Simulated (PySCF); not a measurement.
**Molecular orbitals of KCl**

PBE0 at R = 2.686 Å; PySCF, no relativity, basis sets K pcseg-1, Cl pcseg-1. State: triplet, unpaired electrons σ ↑, π ↑, a second solution, started from another occupation. Only the outer orbitals are listed, counted within each symmetry.

```
spin  orbital  occ.  ε (eV)  on K (%)  main shells (%)
   α       8σ     1  -25.04         2          98 Cl s
   α       9σ     1  -20.87        97           97 K p
   α       3π     1  -20.82       100          100 K p
   α       3π     1  -20.80       100          100 K p
   α       4π     1  -12.91         0         100 Cl p
   α      10σ     1  -11.45         2          98 Cl p
   α       4π     1  -11.31         1          99 Cl p
   α      11σ     1   -2.74       100           97 K s
   α       5π     0   -0.04       100          100 K p
   α       5π     0    0.07       100          100 K p
   α      12σ     0    0.37       103   78 K p, 24 K s
   β       8σ     1  -23.45         5          94 Cl s
   β       3π     1  -20.73       100          100 K p
   β       3π     1  -20.72       100          100 K p
   β       9σ     1  -20.72        93           94 K p
   β      10σ     1  -10.95         2          98 Cl p
   β       4π     1  -10.82         1          99 Cl p
   β       4π     0   -7.63         1          99 Cl p
   β      11σ     0   -0.83       102          101 K s
   β       5π     0    1.07       100          100 K p
```

Task: Which are the highest filled and the lowest empty level, where do they sit, and how wide is the gap?

Result: Highest filled α 11σ at -2.74 eV (in %: 97 K s); lowest empty β 4π at -7.63 eV (in %: 99 Cl p); the gap at PBE0 is -4.89 eV.

| Item | Value |
| --- | --- |
| bond order (Mayer) | 0.06 |
| ⟨S²⟩ | 2.002 |
| charge on K (Mulliken, basis-dependent) | -0.04 |
| charge on K (Löwdin, basis-dependent) | -0.26 |
| dipole moment (positive dipole means K(−)Cl(+)) | 2.06 D |

Shares are Mulliken populations and can fall outside 0 to 100 %.

Counting both spins, an empty level lies below a filled one in this solution, because spin and occupation are held.
